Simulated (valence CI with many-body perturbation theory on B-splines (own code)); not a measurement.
**E1 transitions of Kr20+**

Method: configuration interaction combined with many-body perturbation theory (CI+MBPT): six valence electrons over a frozen Dirac-Fock core [Ne], a basis of 9 s, 9 p, 8 d, 6 f, 3 g, 1 h functions for each j, with the one-electron correlation potential Σ1 (screened to all orders), the two-electron term Σ2, the three-electron term Σ3, Breit, model QED; selected single and double excitations, second order for the rest, scaled by the run's own slope (own B-spline code, finite nucleus).

No measured spectrum was set against this ion. As an estimate, levels of excited configurations hold to 0.05 to 0.15 % of their energy, terms of the ground configuration to about 0.5 %. Among the levels kept, up to 1500 cm⁻¹ of a level comes from second order outside the variational space, and about a tenth of that is noise between levels of different J, which matters for small intervals.

Lines 51 to 85 of 85 in falling wavelength, among levels below 988450 cm⁻¹, chosen from the strongest by gf and those to the six lowest levels. Wavelengths and rates use the calculated energies, so an error of 400 cm⁻¹ moves a line at 128.2 Å by 0.051 % and its rate by three times that or more. Electric multipoles are in the length gauge, E1 and E2 with the static RPA response of the core. Weak lines are less certain than strong ones. Lines between different terms over intervals too small for the method are left out, as are lines whose strength nearly cancels. The highest levels of a list are the least certain.

Names give the largest LS component (configuration and term), which can be under half, so a name can repeat, a term be missing and a line seem to break the LS rules; names also repeat where a configuration has a term twice. Letters in brackets count levels of one name in rising energy.

| λ vac (Å) | Upper | Lower | A (s⁻¹) | S (a.u.) with core polarisation | S without |
| --- | --- | --- | --- | --- | --- |
| 128.2 | 3s²3p³3d ³D°_2 | 3s²3p⁴ ¹D_2 | 2.66e+07 | 1.38e-04 | 1.43e-04 |
| 126.9 | 3s²3p³3d ³F°_3 [a] | 3s²3p⁴ ³P_2 | 4.37e+08 | 3.08e-03 | 3.15e-03 |
| 126.6 | 3s²3p³3d ³F°_3 [b] | 3s²3p⁴ ¹D_2 | 3.24e+09 | 2.27e-02 | 2.33e-02 |
| 126.3 | 3s²3p³3d ³F°_2 [b] | 3s²3p⁴ ¹D_2 | 1.00e+09 | 4.97e-03 | 5.08e-03 |
| 125.2 | 3s²3p³3d ³D°_1 [b] | 3s²3p⁴ ³P_0 | 8.46e+09 | 2.46e-02 | 2.52e-02 |
| 124.9 | 3s²3p³3d ³P°_1 [a] | 3s²3p⁴ ³P_1 | 3.06e+09 | 8.84e-03 | 9.04e-03 |
| 124.9 | 3s²3p³3d ³P°_0 | 3s²3p⁴ ³P_1 | 3.82e+09 | 3.67e-03 | 3.76e-03 |
| 124.4 | 3s²3p³3d ³G°_3 | 3s²3p⁴ ³P_2 | 3.24e+09 | 2.15e-02 | 2.20e-02 |
| 123.7 | 3s²3p³3d ³D°_3 [b] | 3s²3p⁴ ¹D_2 | 1.87e+09 | 1.23e-02 | 1.25e-02 |
| 122.5 | 3s²3p³3d ³D°_2 | 3s²3p⁴ ³P_1 | 1.59e+09 | 7.20e-03 | 7.38e-03 |
| 122.2 | 3s²3p³3d ³P°_2 [a] | 3s²3p⁴ ¹D_2 | 1.33e+10 | 6.00e-02 | 6.15e-02 |
| 120.7 | 3s²3p³3d ³F°_2 [b] | 3s²3p⁴ ³P_1 | 1.28e+10 | 5.56e-02 | 5.70e-02 |
| 120.2 | 3s²3p³3d ³P°_1 [a] | 3s²3p⁴ ³P_0 | 3.71e+07 | 9.55e-05 | 9.63e-05 |
| 119.7 | 3s²3p³3d ³P°_1 [b] | 3s²3p⁴ ¹D_2 | 3.53e+09 | 8.95e-03 | 9.22e-03 |
| 118.2 | 3s²3p³3d ³D°_1 [b] | 3s²3p⁴ ³P_2 | 1.07e+09 | 2.62e-03 | 2.70e-03 |
| 117.7 | 3s²3p³3d ³P°_2 [b] | 3s²3p⁴ ¹D_2 | 8.89e+08 | 3.58e-03 | 3.67e-03 |
| 117.5 | 3s²3p³3d ³S°_1 | 3s²3p⁴ ¹D_2 | 9.74e+10 | 2.34e-01 | 2.40e-01 |
| 117.1 | 3s²3p³3d ³D°_3 [c] | 3s²3p⁴ ¹D_2 | 2.65e+08 | 1.47e-03 | 1.51e-03 |
| 117.0 | 3s²3p³3d ³P°_2 [a] | 3s²3p⁴ ³P_1 | 7.40e+09 | 2.92e-02 | 3.00e-02 |
| 116.6 | 3s²3p³3d ¹D°_2 | 3s²3p⁴ ³P_2 | 5.21e+09 | 2.04e-02 | 2.09e-02 |
| 114.7 | 3s²3p³3d ³P°_1 [b] | 3s²3p⁴ ³P_1 | 6.62e+09 | 1.48e-02 | 1.52e-02 |
| 113.7 | 3s²3p³3d ³P°_1 [a] | 3s²3p⁴ ³P_2 | 2.22e+10 | 4.84e-02 | 4.96e-02 |
| 112.9 | 3s²3p³3d ³P°_2 [b] | 3s²3p⁴ ³P_1 | 1.22e+09 | 4.34e-03 | 4.46e-03 |
| 112.7 | 3s²3p³3d ³S°_1 | 3s²3p⁴ ³P_1 | 3.66e+10 | 7.76e-02 | 7.95e-02 |
| 111.7 | 3s²3p³3d ³D°_2 | 3s²3p⁴ ³P_2 | 1.05e+09 | 3.62e-03 | 3.72e-03 |
| 110.7 | 3s²3p³3d ³P°_1 [b] | 3s²3p⁴ ³P_0 | 1.49e+10 | 2.99e-02 | 3.07e-02 |
| 110.5 | 3s²3p³3d ³F°_3 [b] | 3s²3p⁴ ³P_2 | 6.03e+09 | 2.81e-02 | 2.88e-02 |
| 110.3 | 3s²3p³3d ³F°_2 [b] | 3s²3p⁴ ³P_2 | 1.75e+10 | 5.78e-02 | 5.93e-02 |
| 108.8 | 3s²3p³3d ³S°_1 | 3s²3p⁴ ³P_0 | 4.08e+10 | 7.79e-02 | 7.99e-02 |
| 108.3 | 3s²3p³3d ³D°_3 [b] | 3s²3p⁴ ³P_2 | 1.08e+10 | 4.73e-02 | 4.85e-02 |
| 107.1 | 3s²3p³3d ³P°_2 [a] | 3s²3p⁴ ³P_2 | 1.17e+11 | 3.55e-01 | 3.64e-01 |
| 105.2 | 3s²3p³3d ³P°_1 [b] | 3s²3p⁴ ³P_2 | 1.93e+11 | 3.33e-01 | 3.42e-01 |
| 103.7 | 3s²3p³3d ³P°_2 [b] | 3s²3p⁴ ³P_2 | 7.51e+10 | 2.06e-01 | 2.12e-01 |
| 103.5 | 3s²3p³3d ³S°_1 | 3s²3p⁴ ³P_2 | 5.11e+09 | 8.39e-03 | 8.58e-03 |
| 103.2 | 3s²3p³3d ³D°_3 [c] | 3s²3p⁴ ³P_2 | 2.13e+11 | 8.10e-01 | 8.30e-01 |
